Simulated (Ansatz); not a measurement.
Reaction (redistribution): `CO[Si](S)(Cl)OC` + `[OH][InH][Br]` → `CO[SiH](S)Cl` + `C[O][In]([OH])[Br]`

Computed with Ansatz on PBE0-D4/def2-TZVP structures; ΔE is electronic, products minus reactants. CCSD(T)/CBS is the MP2 limit (def2-TZVPP, def2-QZVPP) plus CCSD(T) − MP2 in def2-TZVPP, frozen cores. DFT in def2-TZVPP. def2 core potentials past Kr. For Br, In outer-core shells are correlated without core-valence functions, which leaves a few kJ/mol of doubt a bond. Scalar relativity is left out up to krypton. One conformer a species, not always the lowest.

CCSD(T)/CBS gives +24.1 kcal/mol.

Q: Another level gave +25.7 kcal/mol. Which?
A. SCS-MP2/def2-TZVPP
B. CCSD/def2-TZVPP
C. HF/def2-TZVPP
D. PBE/def2-TZVPP

A: B. CCSD/def2-TZVPP 25.7, SCS-MP2/def2-TZVPP 24.3, PBE 22.2, HF/def2-TZVPP 27.6 kcal/mol.

Largest T1 diagnostic among the species: 0.015.

In def2-TZVPP, CCSD(T) changes the Hartree–Fock value by −2.6 kcal/mol (the triples alone add −0.7 kcal/mol) and MP2 by −2.8 kcal/mol. From PBE to PBE0 (25 % exact exchange), in def2-TZVPP and without D4, ΔE moves by +2.6 kcal/mol. The D4 term adds +1.8 kcal/mol with B3LYP and +1.0 kcal/mol with PBE0; it sums over pairs of atoms, weighted by their polarisabilities, and B3LYP, whose exchange is more repulsive, gets the larger term.

B3LYP here is the variant with VWN-RPA as its local correlation; programs differ in this.
